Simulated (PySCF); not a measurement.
## Spin–spin coupling constants

Cartesian coordinates in Å; atom numbers follow the order of the lines, from 1:
```xyz
8

F    -1.6624    0.1860   -0.6595
C    -0.6105    0.5146    0.0781
F    -0.1944    1.7164   -0.2803
F    -0.9695    0.5344    1.3499
C     0.5052   -0.5328   -0.1528
F     0.8142   -0.5427   -1.4434
F     0.0396   -1.7275    0.1877
Br    2.0776   -0.1246    0.8901
```

Method: B3LYP/pcJ-1 (pcSseg-1 on Br)//PBE0-D3(BJ)/def2-SVP, PySCF 2.14.0 with density-fitted response routines; isolated molecule, single conformer, non-relativistic. Couplings are averaged over pairs made equivalent by symmetry, fast rotation or ring inversion, so a value needn't be that of the named pair in this geometry, while other rotamers aren't included; one pair stands for each set, and the list holds those of at least 1.5 Hz over up to four bonds. One-bond C–F couplings come out tens of Hz too large with common functionals.

Isotopes: 13C, 19F.

```tsv
pair	bonds	J (Hz)
F1, C2	1	-354.4
C2, C5	1	103.1
C5, F6	1	-386.6
F1, F3	2	54.3
F1, C5	2	48.4
C2, F6	2	35.8
F6, F7	2	?
F1, F6	3	?
```

Estimate the withheld couplings, with signs.

Results:


- 2J(F6,F7) = 111.4 Hz (angle at C5 109°)
- 3J(F1,F6) = -7.5 Hz (mean over equivalent pairs that range from -21.1 to 11.9 Hz in this conformer)

Relativistic effects of the heavier atoms present are left out.
